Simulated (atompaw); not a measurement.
# C (Z = 6): one change to a PAW (atompaw) potential, before and after

atompaw 4.2.0.5 input, output lines left out:

```
C 6
LDA-PW scalarrelativistic loggrid 1500 logderivrange -3 5 201
2 2 0 0 0 0
2 0 1.5
2 1 2.5
0 0 0
c
v
v
2
2.35 2.15 1.95 1.55
y
0.45
n
y
0.05
n
y
-0.2
y
2.45
n
custom rrkj gramschmidtortho besselshape
3 1 troulliermartins
2.35
2.35
2.35
2.30
2.35
2.35
```

Change: reference 2s2 2p1.5.

Cutoffs: the cutoffs (Ry, on a coarse ladder) from which the occupation-weighted sum of valence levels, in a spherical-Bessel basis at the reference potential, stays within 10 and 1 mRy of its value at 400 Ry; they do not see the model core or the augmentation charge, which bear on the density cutoff.

Q: What does the change do?

A: The potential gets softer (12 Ry and 15 Ry → 10 Ry and 15 Ry); neither file shows a bound ghost.

| quantity | base | changed |
| --- | --- | --- |
| cutoff, loose | 12 Ry | 10 Ry |
| cutoff, tight | 15 Ry | 15 Ry |
| bound ghosts | none | none |
| s: phases at 2.35 bohr within 0.05 rad from the reference energy up to (Ry; the scan ends near 5) | to the end of the scan | to the end of the scan |
| p: phases at 2.35 bohr within 0.05 rad from the reference energy up to (Ry; the scan ends near 5) | 2.3 | 2.0 |
| d: phases at 2.35 bohr within 0.05 rad from the reference energy up to (Ry; the scan ends near 5) | to the end of the scan | to the end of the scan |
| lowest overlap eigenvalue by channel | s 0.18, p 1.00, d 0.86 | s 0.17, p 0.60, d 0.91 |

 The cutoffs see the waves, projectors and local potential, not the compensation charge or the core.
